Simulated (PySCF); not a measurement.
**Correlation energy of Br⁺ (bromine, charge +1)**

[Ar] 3d10 4s2 4p4, high-spin 3P determinant. All numbers are calculated (PySCF 2.14, the non-relativistic Hamiltonian (point nucleus), in def2-QZVPPD (12s8p5d4f1g, 98 functions)). Frozen: [Ar] 3d10; 6 electrons correlated.

```json
{"level": "CCSD", "correlation energy (mhartree)": "-133.85"}
{"level": "(T)", "correlation energy (mhartree)": "-4.09"}
{"level": "CCSD(T)", "correlation energy (mhartree)": "-137.94"}
```

Diagnostics: T1 = 0.0078, D1 = 0.0239, largest double amplitude 0.034.

Cost of the coupled-cluster step: roughly 21 core-seconds, for 6 correlated electrons.

Iterations:

```
CC2 = 0
CCSD nocc = (np.int64(4), np.int64(2)), nmo = (84, 84)
frozen orbitals [[0, 1, 2, 3, 4, 5, 6, 7, 8, 9, 10, 11, 12, 13], [0, 1, 2, 3, 4, 5, 6, 7, 8, 9, 10, 11, 12, 13]]
max_cycle = 100
direct = 0
conv_tol = 1e-08
conv_tol_normt = 1e-06
diis_space = 8
diis_start_cycle = 0
Init t2, MP2 energy = -0.115506322965107
Init E_corr(UCCSD) = -0.115506322967449
cycle = 1  E_corr(UCCSD) = -0.129548801140837  dE = -0.0140424782  norm(t1,t2) = 0.0373826
cycle = 2  E_corr(UCCSD) = -0.132567795491084  dE = -0.00301899435  norm(t1,t2) = 0.0118399
cycle = 3  E_corr(UCCSD) = -0.133887863027929  dE = -0.00132006754  norm(t1,t2) = 0.00461346
cycle = 4  E_corr(UCCSD) = -0.133846532137239  dE = 4.13308907e-05  norm(t1,t2) = 0.000521239
cycle = 5  E_corr(UCCSD) = -0.133846045023961  dE = 4.87113278e-07  norm(t1,t2) = 8.15876e-05
cycle = 6  E_corr(UCCSD) = -0.133846760283852  dE = -7.15259891e-07  norm(t1,t2) = 2.17225e-05
cycle = 7  E_corr(UCCSD) = -0.133846767573764  dE = -7.28991173e-09  norm(t1,t2) = 6.20671e-06
cycle = 8  E_corr(UCCSD) = -0.133846760011596  dE = 7.56216781e-09  norm(t1,t2) = 1.58228e-06
cycle = 9  E_corr(UCCSD) = -0.133846751120321  dE = 8.89127533e-09  norm(t1,t2) = 3.3207e-07
UCCSD converged
E(UCCSD) = -2572.186554336545  E_corr = -0.1338467511203211
UCCSD(T) correction = -0.00408842961766589
```
